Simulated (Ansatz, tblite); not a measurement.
Isomers of CuTe₂ (doublet), found by a short tight-binding search and relaxed with PBE-D4/def2-TZVP in Ansatz.

In the def2 sets Te takes a core potential; there is no spin–orbit coupling. The xTB rows come from tblite. HSE06 is defined as in plane-wave codes, on full-range PBE exchange. Correlated methods freeze 17 core orbitals; core or outer-core shells of Te are correlated, in sets that lack core-valence functions. In CCSD on the charge 0 doublet the largest single amplitude is 0.23, so its Hartree–Fock determinant may place the open shell otherwise than the density functionals do.

Other spin states were run for one of them alone.

A:

Cartesian coordinates in Å:
```
Cu -1.848 -0.313 -0.727
Te 0.244 0.898 -0.496
Te 1.604 -0.585 1.224
```

B:

```csv
atom,x (Å),y (Å),z (Å)
Cu1,0.3949,-0.0279,1.2871
Te2,0.1984,1.3621,-0.7358
Te3,-0.5933,-1.3343,-0.5513
```

Problem. Estimate their order by electronic energy at PBE0-D4/def2-TZVP, counted from the lowest.

Solution. B (0.0) < A (32.3), in kJ/mol.

Problem. Do the other levels pick the same lowest one?

Solution. Not HF/def2-SVP. Energies above each level's lowest (kJ/mol):

```csv
level,A,B
GFN1-xTB,99.9,0.0
GFN2-xTB,45.6,0.0
HF/def2-SVP,0.0,9.9
PBE-D4/def2-TZVP,34.6,0.0
r2SCAN-D4/def2-TZVP,42.7,0.0
B97M-V/def2-TZVP,35.0,0.0
PBE0-D4/def2-TZVP,32.3,0.0
HSE06-D4/def2-TZVP,31.5,0.0
MP2/def2-SVP,39.5,0.0
CCSD/def2-SVP,32.3,0.0
CCSD(T)/def2-SVP,41.8,0.0
```
Point groups (tolerance 0.1 Å): A Cs, B C2v. Lower isomers may exist.
